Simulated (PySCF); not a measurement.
# One molecule, several mistakes: BCClGeH4

Calculated results; nothing here was measured. They come from PySCF 2.14.0, an open-source quantum chemistry program, on an isolated molecule that a program drew, which may never have been made. The molecule is BCClGeH4 (charge 0, singlet), drawn as the SMILES string `ClB[CH]=[GeH2]`.

Each row is a Hartree-Fock (HF) and frozen-core CCSD(T) single point in the cc-pV(D+d)Z basis, meant for a local HF minimum. Run 1 is clean. Each other run has one planted mistake out of seven kinds, and not every kind appears here: one electron removed, one electron added, multiplicity raised by two, geometry at a saddle point, minimal basis STO-3G, one bond length entered in bohr, all coordinates scaled. The reference is restricted for singlets and unrestricted otherwise, and also for a bond in bohr. Adding or removing an electron swaps singlet and doublet. Electrons count all cores. HOMO and LUMO are orbital energies over both spins, the gradient is its largest component, and the lowest frequency (negative if imaginary) is given only where the gradient is small. Bond lengths are over the 7 bonds as drawn. T1 is the CCSD diagnostic: over 0.02 (restricted) or 0.045 (unrestricted) a single reference is doubtful. Germanium has the cc-pVDZ-PP basis, with a core potential (ECP10MDF) in place of its 10 inner electrons, and its 3s, 3p and 3d shells are frozen in CCSD(T).

Geometry of the clean run:
```xyz
8
BCClGeH4, angstrom
Cl   -0.3558    2.5651    2.9492
B    -1.5859    2.3793    1.6484
C    -1.7224    1.1104    0.8289
Ge   -0.7233   -0.3510    1.0135
H    -2.2842    3.3351    1.4842
H    -2.4866    1.0661    0.0594
H     0.4006   -0.5273    2.0148
H    -0.9310   -1.5844    0.1439
```

| run | electrons | basis functions | <S^2> | HOMO (eV) | LUMO (eV) | gradient (hartree/bohr) | lowest frequency (cm^-1) | mean bond (Å) | longest bond (Å) | T1 | HF (hartree) | CCSD(T) (hartree) | mistake |
|---|---|---|---|---|---|---|---|---|---|---|---|---|---|
| 1 | 64 | 94 | 0.000 | -9.10 | 0.65 | 3.3e-05 | 126 | 1.4880 | 1.800 | 0.0146 | -817.75787 | -818.27113 | no fault |
| 2 | 65 | 94 | 0.818 | -0.67 | 7.00 | 6.6e-02 | - | 1.4880 | 1.800 | 0.0173 | -817.75841 | -818.28352 | one electron added |
| 3 | 64 | 94 | 0.000 | -8.78 | 0.32 | 3.4e-02 | - | 1.5966 | 1.931 | 0.0175 | -817.72091 | -818.24625 | all coordinates scaled |
| 4 | 63 | 94 | 0.757 | -16.35 | -6.93 | 6.3e-02 | - | 1.4880 | 1.800 | 0.0227 | -817.47427 | -817.94087 | ? |
| 5 | 64 | 94 | 2.022 | -6.69 | -0.46 | 9.5e-02 | - | 1.4880 | 1.800 | 0.0175 | -817.69627 | -818.17563 | ? |

**Which mistake was planted in run 4, and what did it cost?**

It counts 63 electrons, one fewer than the clean run, at the same geometry and basis. So the mistake is: one electron removed. Subtracting run 1 and multiplying by 627.51 kcal/mol a hartree, the energy moved by 178.0 kcal/mol in HF and 207.2 kcal/mol in CCSD(T).

**Which mistake was planted in run 5, and what did it cost?**

Electrons, basis and geometry are unchanged, and <S^2> is 2.022, beside S(S+1) = 2.00 for a multiplicity of 3. So the mistake is: multiplicity raised by two. Subtracting run 1 and multiplying by 627.51 kcal/mol a hartree, the energy moved by 38.7 kcal/mol in HF and 59.9 kcal/mol in CCSD(T).

